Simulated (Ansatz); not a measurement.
Geometry optimisation, Ansatz, RKS PBE0-D4/def2-SVP.

input.yaml

```yaml
crystal:
  periodic: [false, false, false]
  atoms:
    - { symbol: Al, position_ang: [0.0, 0.0, 0.0] }
    - { symbol: F, position_ang: [0.0, 0.0, 2.04] }
    - { symbol: C, position_ang: [1.706, 0.0, -0.985] }
    - { symbol: H, position_ang: [2.0356, -1.0462, -1.1552] }
    - { symbol: H, position_ang: [1.5695, 0.508, -1.9624] }
    - { symbol: H, position_ang: [2.4756, 0.5381, -0.3932] }
    - { symbol: C, position_ang: [-1.706, 0.0, -0.985] }
    - { symbol: H, position_ang: [-2.2662, -0.9305, -0.7558] }
    - { symbol: H, position_ang: [-2.3102, 0.8797, -0.6796] }
    - { symbol: H, position_ang: [-1.5043, 0.0508, -2.0753] }
    - { symbol: Cl, position_ang: [0.1134, 2.3983, 0.7978] }
    - { symbol: H, position_ang: [0.0568, 1.202, 1.9224] }
basis:
  gaussian: { orbitals: def2-SVP }
hamiltonian:
  xc: pbe0
  dispersion: d4
relax:
  f_tol: 0.15
  max_steps: 25
  restrain:
    - { distance: [0, 10], at: 3.43, k: 30.0 }
    - { distance: [11, 1], at: 2.12, k: 30.0 }
    - { distance: [0, 1], at: 1.69, k: 30.0 }
    - { distance: [11, 10], at: 1.37, k: 30.0 }
```

Launched with:

```bash
$ ansatz run input.yaml --threads 4 --pin off --max-ram 5120MiB --backend cpu --events-out ev --progress --plain --runs-dir out
```

**Question.** Where does it end, and by what steps?

**Answer.** The forces met the threshold. The restraints hold the end off the free minimum; the threshold counts their pulls, which the force column leaves out. Restrained pairs: Al1–Cl11 (2.53 → 3.42 Å), F2–H12 (1.21 → 2.12 Å), Al1–F2 (2.04 → 1.69 Å), Cl11–H12 (1.64 → 1.33 Å). After 6 steps the energy has fallen by 0.549 eV (the restraints' own energy left out); Cl11 moved furthest, 0.77 Å.

```
step  energy less start (eV)  largest force component (eV/Å)  accepted
   0                  0.0000                           2.093       yes
   1                  0.2089                           2.392       yes
   2                 -0.0461                           2.143       yes
   3                 -0.3233                           1.821       yes
   4                 -0.4534                           1.732       yes
   5                 -0.5358                           1.153       yes
   6                 -0.5490                           1.099       yes
```

```xyz
12
Properties=species:S:1:pos:R:3
Al 0.011 -0.139 -0.144
F 0.012 -0.251 1.545
C 1.757 -0.118 -1.002
H 2.138 -1.135 -1.185
H 1.703 0.392 -1.976
H 2.505 0.403 -0.385
C -1.742 -0.093 -0.988
H -2.344 -0.987 -0.764
H -2.314 0.775 -0.624
H -1.658 0.001 -2.081
Cl 0.050 2.946 1.339
H 0.054 1.807 2.034
```

The run took 7.7 s on 4 threads of Intel(R) Xeon(R) 6975P-C (Granite Rapids), on a shared host, peak memory 0.28 GiB.
